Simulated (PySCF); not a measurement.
# An isoelectronic set: 131 electrons

HF in PySCF with def2-SVP on every atom (core potentials on In, Sn, Sb, Tl, Pb, Bi), for the lowest determinant that a PBE0 search found; no spin–orbit coupling. All have 131 electrons, 7 of them in the valence shells, and the same state, a quartet (σ ↑, π ↑↑). For ions De leads to the atom and ion picked by measured ionisation energies and electron affinities.

```
species  difference of nuclear charges  Re (Å)  ωe (cm⁻¹)  k (mdyn/Å)  De (eV)  dissociates to  Mayer bond order
   TlSn                             31   3.004        112       0.562     1.17         Tl + Sn              1.02
   InPb                             33   2.991        116       0.587     1.12         In + Pb              1.07
  TlSb⁺                             30   3.771       37.1      0.0617      n/a        Tl⁺ + Sb              0.20
  SnPb⁺                             32   2.848        159        1.13      n/a        Sn⁺ + Pb              1.58
  InBi⁺                             34   3.557       46.1      0.0928      n/a        In⁺ + Bi              0.31
```

(1) Which member of the whole set has the stiffest bond, and how does it compare with the softest?

Spin–orbit coupling is left out, which matters for elements this heavy, above all for dissociation energies. Hartree–Fock leaves out correlation, which carries a large part of most bond energies and some tenths to 1 eV of ionisation energies. States were picked by a PBE0 search and need not be the measured ground states.

Answers

(1) SnPb⁺ with k = 1.13 mdyn/Å, 18 times that of TlSb⁺.
